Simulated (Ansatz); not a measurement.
Z-matrix (Å, degrees):
```
In
F 1 1.939
Cl 1 2.305 2 109.3
H 1 1.688 2 121.8 3 -180.0
```

Charge 0, multiplicity 1. In: def2 effective core potential.

Q: List the B3LYP/def2-TZVPP orbital energies in eV (the Gaussian-basis code of Ansatz). (Estimate.)

A: Computed: Occupied: -2762.38, -670.11, -257.10, -196.12, -196.00, -195.98, -128.42, -85.14, -84.87, -84.81, -30.36, -22.95, -22.13, -22.10, -22.04, -21.89, -21.05, -12.74, -10.59, -10.43, -10.31, -9.48, -9.04, -8.81. Lowest empty: -2.16, -2.15, -0.24, 1.26, 1.77, 2.35, 2.94, 3.47.

B3LYP here is the variant with VWN-RPA as its local correlation; programs differ in this.
